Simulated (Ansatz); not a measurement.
A nudged elastic band was laid between two geometries of BFH2O + ClH (7 atoms, charge 0, multiplicity 1).

Level of theory: Ansatz, RKS PBE/def2-SVP.

```
movable images  : 7
climbing image  : yes
spring          : 5.0 eV/Å²
optimiser       : quadratic models (default)
start path      : through a guess of the saddle point
force threshold : 0.03 eV/Å
iteration limit : 60
end points      : relaxed
```

First end point:

```xyz
7
Properties=species:S:1:pos:R:3
B -0.138 -0.457 0.089
H -0.317 -1.097 1.106
F 1.048 0.160 -0.089
O -1.037 -0.328 -0.911
H -1.874 -0.784 -0.715
Cl -0.086 2.650 1.625
H 0.734 1.932 0.914
```

Last end point:

```xyz
7
Properties=species:S:1:pos:R:3
B -0.304 0.654 -0.619
H 0.550 -0.393 2.982
F 0.809 0.147 -1.163
O -1.505 0.049 -0.761
H -1.439 -0.771 -1.285
Cl -0.195 2.155 0.303
H 0.414 0.236 2.560
```

**Question.** What changes between the two ends?

**Answer.** Bonds broken: B1–H2, Cl6–H7. Bonds formed: B1–Cl6, H2–H7. BFH2O + ClH becomes BClFHO + H2.

**Question.** Give the energies along the band, and the barrier.

**Answer.** The forces met the threshold. The highest image is number 4 of 0 to 8, 25.4 kcal/mol above the first end and 38.5 kcal/mol above the last; the last end lies 13.1 kcal/mol below the first. A vibrational analysis at the climbing image gives 2 clearly imaginary modes (757i, 228i cm⁻¹): a point of higher order, so a lower path passes nearby. The orbitals stay closed-shell, which can raise the energy where a bond breaks towards radicals; this wasn't checked here.

```csv
image,path coordinate (Å),energy (kcal/mol),B1–H2 (Å),Cl6–H7 (Å),B1–Cl6 (Å)
0,0.00,0.0,1.21,1.30,3.47
1,0.77,1.5,1.22,1.30,3.38
2,1.55,2.4,1.22,1.30,3.37
3,2.32,7.2,1.24,1.32,2.76
4,3.09,25.4,1.35,1.56,2.14
5,3.86,-0.6,1.94,2.18,1.82
6,4.64,-11.9,2.62,2.79,1.77
7,5.41,-13.0,3.29,3.06,1.76
8,6.19,-13.1,3.85,3.02,1.77
```

**Question.** What is the geometry of the highest image?

**Answer.** 
```xyz
7
Properties=species:S:1:pos:R:3:forces:R:3
B -0.017 0.202 0.062 0.00 0.00 0.00
H -0.081 -0.297 1.315 0.00 0.00 0.00
F 1.213 -0.030 -0.433 0.00 0.00 0.00
O -1.168 0.056 -0.666 0.00 0.00 0.00
H -1.595 -0.810 -0.563 0.00 0.00 0.00
Cl 0.017 2.195 0.842 0.00 0.00 0.00
H -0.038 0.761 1.461 0.00 0.00 0.00
```

Time of the run: 2.5 min on 1 thread of Arm Neoverse V2, with other jobs on the host, peak memory 0.15 GiB.
